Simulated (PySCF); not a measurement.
B(H)2(OH) (BH3O), SMILES OB. Atoms are numbered in the order given.

```xyz
5

B     -0.0311     0.7114     0.0000
H      0.9653     1.3728     0.0000
H     -1.1303     1.1974     0.0000
O      0.1278    -0.6270     0.0000
H     -0.7018    -1.1112     0.0000
```
Charge 0, spin multiplicity 1.

Geometry optimised at PBE0-D3(BJ)/def2-TZVP.

Calculation: PySCF with PBE0/pcJ-1.

Isotropic couplings with Fermi-contact, spin-dipole and both spin-orbit terms, one fixed conformer, no vibrational averaging. Isotopes: 11B, 1H.

| pair | bonds apart | J (Hz) |
|---|---|---|
| B1–H2 | 1 | [?] |
| B1–H3 | 1 | [?] |
| B1–H5 | 2 | -6.5 |
| H2–H3 | 2 | 18.6 |
| H2–H5 | 3 | [?] |
| H3–H5 | 3 | [?] |

### Question
Complete the blanks. (An estimate is asked for; the answer gives what the named calculation found.)

### Answer

- B1–H2, J (Hz): 147.4
- B1–H3, J (Hz): 133.9
- H2–H5, J (Hz): 15.6
- H3–H5, J (Hz): 6.6
